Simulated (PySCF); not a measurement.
**Telling isomers of C₅H₁₂OP₂ apart by NMR**

Fast rotation and ring inversion assumed for equivalent nuclei, a single conformation, gas phase, non-relativistic Hamiltonian. Shieldings: GIAO PBE0/pcSseg-1; structure optimised with GFN2-xTB; PySCF 2.14.

Chemical shifts δ = σref − σ; ¹H (σref 31.72), ¹³C (σref 186.93) vs TMS, all at this level. Splittings of carbon signals by F and P are missing where no couplings were computed. Where no couplings were computed, multiplicities follow the n + 1 count of equivalent neighbours, and m marks all less simple cases (inequivalent or close neighbours, rings, F or P nearby). Shifts are as computed. Against solution values, carbons near 30 ppm lie about +3 ppm off and those near 130 ppm about +5 ppm. Of 1211 compounds with measured shifts, 218 miss one by over three times the rms of a fit or turn the order of signals round; such compounds aren't used in these exercises.

(1) Tabulate the signals of `CP1CC[PH](=O)CC1`, `CP(C)/C=C\[P@@H](C)=O` and their relative energies.

(2) What is the quickest way to tell CP1CC[PH](=O)CC1 from CP(C)/C=C\[P@@H](C)=O?

## Answers

(1) 
| SMILES | carbon types | δC | δH | E rel. (kcal/mol) |
| --- | --- | --- | --- | --- |
| CP1CC[PH](=O)CC1 | 4×CH2 1×CH3 | 30.9, 29.2, 16.6 | 7.06 (m, 1H), 2.36 (m, 2H), 2.02 (m, 2H), 1.89 (m, 2H), 1.11 (m, 2H), 1.00 (m, 3H) | 0.0 |
| CP(C)/C=C\[P@@H](C)=O | 2×CH 3×CH3 | 169.4, 149.1, 18.5, 17.8 | 8.26 (m, 1H), 7.40 (m, 1H), 6.76 (m, 1H), 1.35 (m, 3H), 1.22 (m, 6H) | 24.2 |

Energies are electronic energies at PBE0/pcSseg-1 on these geometries, without zero-point or thermal terms, each for the one conformer computed, which needn't be the lowest.

(2) Count the carbon signals: 3 against 4. The first has an sp3 CH2 bonded to P at 30.9 ppm, the second an alkene CH at 169.4 ppm. In the proton spectra the most deshielded non-exchanging signals are 7.06 (m, 1H) and 8.26 (m, 1H).
